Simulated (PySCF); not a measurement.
AgCl, singlet, geometry from GFN2-xTB of the parent state (such geometries of metal compounds can be far from the true shape) (the multiplicity is a formal guess) (core potentials on Ag); CAMB3LYP/def2-SV(P) (PySCF).

PySCF was given this input:
```python
from pyscf import gto, scf, dft

mol = gto.Mole()
mol.atom = '''
    Ag   -0.000000   -0.000000   -0.607686
    Cl    0.000000    0.000000    1.680074
'''
mol.basis = 'def2-sv(p)'
mol.ecp = {'Ag': 'def2-sv(p)'}
mol.charge = 0
mol.spin = 0
mol.verbose = 4
mol.build()

mf = dft.RKS(mol)
mf.xc = 'camb3lyp'
mf.kernel()
```

Problem. Write the output that PySCF gives for this input, abridged.

Solution. 
```
PySCF version 2.14.0

[INPUT] verbose = 4
[INPUT] num. atoms = 2
[INPUT] num. electrons = 36
[INPUT] charge = 0
[INPUT] spin (= nelec alpha-beta = 2S) = 0
[INPUT] symmetry False subgroup None
[INPUT] Mole.unit = angstrom
[INPUT] Symbol           X                Y                Z      unit          X                Y                Z       unit  Magmom
[INPUT]  1 Ag     0.000000000000   0.000000000000  -0.607686000000 AA    0.000000000000   0.000000000000  -1.148360109732 Bohr   0.0
[INPUT]  2 Cl     0.000000000000   0.000000000000   1.680074000000 AA    0.000000000000   0.000000000000   3.174879729003 Bohr   0.0

nuclear repulsion = 74.7124869423191
number of shells = 18
number of NR pGTOs = 86
number of NR cGTOs = 42
basis = def2-sv(p)
ecp = {'Ag': 'def2-sv(p)'}

******** <class 'pyscf.dft.rks.RKS'> ********
method = RKS
initial guess = minao
damping factor = 0
level_shift factor = 0
DIIS = <class 'pyscf.scf.diis.CDIIS'>
diis_start_cycle = 1
diis_space = 8
diis_damp = 0
SCF conv_tol = 1e-09
SCF conv_tol_grad = None
SCF max_cycles = 50
direct_scf = True
direct_scf_tol = 1e-13
XC library pyscf.dft.libxc version 7.1.2
    S. Lehtola, C. Steigemann, M. J. T. Oliveira, and M. A. L. Marques,  SoftwareX 7, 1–5 (2018)
XC functionals = camb3lyp
    T. Yanai, D. P. Tew, and N. C. Handy,  Chem. Phys. Lett. 393, 51 (2004)
radial grids:
    Treutler-Ahlrichs [JCP 102, 346 (1995); DOI:10.1063/1.469408] (M4) radial grids

becke partition: Becke, JCP 88, 2547 (1988); DOI:10.1063/1.454033
pruning grids: <function nwchem_prune>
grids dens level: 3
symmetrized grids: False
atomic radii adjust function: <function treutler_atomic_radii_adjust>
small_rho_cutoff = 0
Set gradient conv threshold to 3.16228e-05
Initial guess from minao.
tot grids = 41320
init E= -594.452214638155
  HOMO = -0.740481926002201  LUMO = -0.64214304696673  gap/eV = 2.67594
cycle= 1 E= -606.438509053961  delta_E=  -12  |g|= 1.41  |ddm|= 3.35
  HOMO = 0.014362728807  LUMO = 0.0237706154790629  gap/eV = 0.25600
cycle= 2 E= -604.809753295836  delta_E= 1.63  |g|= 3.26  |ddm|= 4.33
  HOMO = -0.333708544971285  LUMO = -0.107307472966063  gap/eV = 6.16069
cycle= 3 E= -607.011038607573  delta_E= -2.2  |g|= 0.0859  |ddm|= 2.85
  HOMO = -0.313133292258215  LUMO = -0.0844666164262691  gap/eV = 6.22234
cycle= 4 E= -607.013717637546  delta_E= -0.00268  |g|= 0.0397  |ddm|= 0.157
  HOMO = -0.319746194640789  LUMO = -0.0838900462542611  gap/eV = 6.41797
cycle= 5 E= -607.014310551589  delta_E= -0.000593  |g|= 0.0138  |ddm|= 0.0762
  HOMO = -0.316330808975989  LUMO = -0.0847165444861631  gap/eV = 6.30255
cycle= 6 E= -607.014427379647  delta_E= -0.000117  |g|= 0.00424  |ddm|= 0.0259
  HOMO = -0.317167832856833  LUMO = -0.0852215764235993  gap/eV = 6.31158
cycle= 7 E= -607.014455553125  delta_E= -2.82e-05  |g|= 0.00193  |ddm|= 0.0177
  HOMO = -0.316553369321735  LUMO = -0.085226575825665  gap/eV = 6.29472
cycle= 8 E= -607.014461504349  delta_E= -5.95e-06  |g|= 0.000273  |ddm|= 0.0114
  HOMO = -0.316531856528262  LUMO = -0.0851609914160676  gap/eV = 6.29592
cycle= 9 E= -607.01446155581  delta_E= -5.15e-08  |g|= 3.98e-05  |ddm|= 0.00104
  HOMO = -0.316522246133711  LUMO = -0.0851616645227864  gap/eV = 6.29564
cycle= 10 E= -607.014461557268  delta_E= -1.46e-09  |g|= 7.36e-06  |ddm|= 0.000139
  HOMO = -0.316525042070728  LUMO = -0.0851613244980456  gap/eV = 6.29573
cycle= 11 E= -607.014461557317  delta_E= -4.87e-11  |g|= 1.04e-06  |ddm|= 2.25e-05
  HOMO = -0.316524759542858  LUMO = -0.0851613362803434  gap/eV = 6.29572
Extra cycle  E= -607.014461557319  delta_E= -2.05e-12  |g|= 4.96e-07  |ddm|= 3.08e-06
converged SCF energy = -607.014461557319
```
